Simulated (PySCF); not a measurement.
Magnetic susceptibility: `ClB(Cl)/C=C\[Se-]`, [C$_{2}$H$_{2}$BCl$_{2}$Se]-, charge -1

Geometry:
```csv
atom,x (Å),y (Å),z (Å)
Cl1,-2.590,1.167,0.113
B2,-1.255,-0.008,0.082
Cl3,-1.743,-1.662,0.199
C4,0.138,0.528,-0.038
C5,1.329,-0.144,-0.085
Se6,1.660,-1.933,-0.022
H7,0.235,1.610,-0.097
H8,2.235,0.452,-0.176
```

Total charge -1.

Method used: GIAO B3LYP/aug-pcSseg-1 magnetisability, rotational g tensor and spin-rotation constants, non-relativistic, gas phase (PySCF 2.14.0). Geometry: GFN2-xTB.

The calculation is non-relativistic, which matters for the atoms heavier than Zn. For an ion the centre-of-mass motion in the field is neglected.

Question: How diamagnetic is it, and how anisotropic?

Answer: Isotropic -1410 × 10⁻³⁰ J/T², or -84.9 × 10⁻⁶ cm³/mol; principal values -1603, -1369, -1258 × 10⁻³⁰ J/T², anisotropy 305 × 10⁻³⁰ J/T² (root of half the summed squared differences of the principal values). The susceptibility is in cgs units.

Question: Split it along the inertial axes a, b, c into diamagnetic and paramagnetic parts about the centre of mass, with the quadrupole moment.

Answer: 
```csv
axis,χ (10⁻⁶ cm³/mol),diamagnetic (10⁻⁶ cm³/mol),paramagnetic (10⁻⁶ cm³/mol),summed x² of all electrons (Å²),quadrupole Θ (D Å)
a,-80.4,-443.5,363.1,372.9,-26.89
b,-77.7,-1642.2,1564.5,90.3,+12.85
c,-96.5,-1965.2,1868.7,14.2,+14.04
```
Anisotropies 2χaa − χbb − χcc = +13.4 and 2χbb − χaa − χcc = +21.5 × 10⁻⁶ cm³/mol. Θ is traceless in Buckingham's convention.

Question: And the rotational g tensor?

Answer: 
```csv
axis,rotational constant (GHz),g,nuclear part,electronic part
a,3.5147,-0.0674,0.5322,-0.5995
b,0.6604,-0.0208,0.4646,-0.4854
c,0.5559,-0.0127,0.4753,-0.4880
```
Asymmetric top; isotopes 11B, 12C, 35Cl, 1H, 80Se; no vibrational averaging.
